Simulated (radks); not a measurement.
The numbers below are computed, except where a source is named.
Spherical jellium clusters: N electrons in a uniform positive sphere of charge N and radius rs N^(1/3), rs = 5.85 bohr. Level of theory: non-relativistic Kohn-Sham, PBEsol, spin-polarised, spherical densities (a radial shooting solver with Libxc functionals). Levels are named by radial order and angular momentum (1s, 1p, 1d, 2s, ...), and open shells are averaged over m.

N = 5, configuration 1s2 1p(up 3, down 0). This is the lowest configuration that the search found. Occupied levels:

level,occupation,eigenvalue (eV),<r> (bohr)
1s up,1,-3.0259,6.988
1s down,1,-2.5755,6.343
1p up,3,-2.3054,8.147

Energy (eV): total -8.13530, kinetic 4.9241, external -81.000, Hartree 40.406, exchange-correlation -13.268, background 40.803.
